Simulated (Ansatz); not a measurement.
Si₃Pt⁺. Total charge 1; quartet. Geometry B3LYP-D4/def2-SVP; atoms count from 1.

```xyz
4

Pt   -0.072   -0.864    1.591
Si    0.702    1.000    0.583
Si   -0.160   -1.183   -0.641
Si   -0.471    1.046   -1.534
```

In the def2 sets Pt takes a core potential; there is no spin–orbit coupling. At PBE0-D4/def2-TZVP a doublet of charge 1 lies 0.74 eV below the quartet, each at its own geometry. The structure comes from a short search, and lower isomers may exist.

Problem. Estimate the Mulliken populations from the PBE0/def2-TZVP orbitals of Ansatz.

Solution. 
| atom | charge (e) | spin (α − β) | d electrons |
| --- | --- | --- | --- |
| Pt1 | 0.44 | 0.47 | 8.75 |
| Si2 | 0.16 | 0.77 | – |
| Si3 | 0.16 | 0.77 | – |
| Si4 | 0.24 | 1.00 | – |
Mulliken values and Mayer orders depend strongly on the basis.

Problem. Where does the spin sit?

Solution. Summed by element: Pt 0.47, Si 2.53, of 3 unpaired in all. Largest on single atoms: Si4 1.00, Si2 0.77, Si3 0.77.

Problem. And the Mayer bond orders between bonded heavy atoms (over 0.3)?

Solution. Pt1–Si2 1.22 (2.26 Å); Pt1–Si3 1.22 (2.26 Å); Si2–Si3 0.60 (2.65 Å); Si2–Si4 1.05 (2.42 Å); Si3–Si4 1.05 (2.42 Å).
